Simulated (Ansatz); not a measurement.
Molecule: CH₄BO₃, net charge 0, doublet state. It need not be the lowest isomer of its formula. SMILES: COB([O])O
Geometry from a B3LYP-D3(BJ)/def2-TZVP (Ansatz, an electronic-structure program) optimisation:
```xyz
9

C     -1.6129     0.8370     0.4564
O     -0.8530    -0.3606     0.2881
B      0.4343    -0.3084    -0.1181
O      1.1457    -1.4737    -0.2730
O      1.0782     0.8751    -0.3885
H     -1.1594     1.4840     1.2090
H     -1.6895     1.3855    -0.4838
H     -2.6063     0.5393     0.7848
H      1.9942     0.7843    -0.6701
```
Charge 0, spin multiplicity 2.

Parts of the frozen-core correlation energy in cc-pVDZ (Ansatz, hartree). Frozen orbitals: 5; correlated occupied orbitals by spin: 15 and 14; virtual: 70 and 71. UHF or UKS for open shells. Spin-orbit coupling is left out. No relativistic terms.

```json
[
 {"term": "reference (HF)", "value": "-289.59373"},
 {"term": "MP2 opposite-spin", "value": "-0.53840"},
 {"term": "MP2 same-spin", "value": "(withheld)"},
 {"term": "CCSD correlation", "value": "(withheld)"},
 {"term": "(T)", "value": "(withheld)"},
 {"term": "T1 diagnostic", "value": "0.015"},
 {"term": "largest doubles amplitude", "value": "0.024"},
 {"term": "<S^2> of the reference", "value": "0.756"}
]
```

Problem. Fill in the missing entries.

Solution. 
- MP2 same-spin, value: -0.18655
- CCSD correlation, value: -0.76498
- (T), value: -0.01828
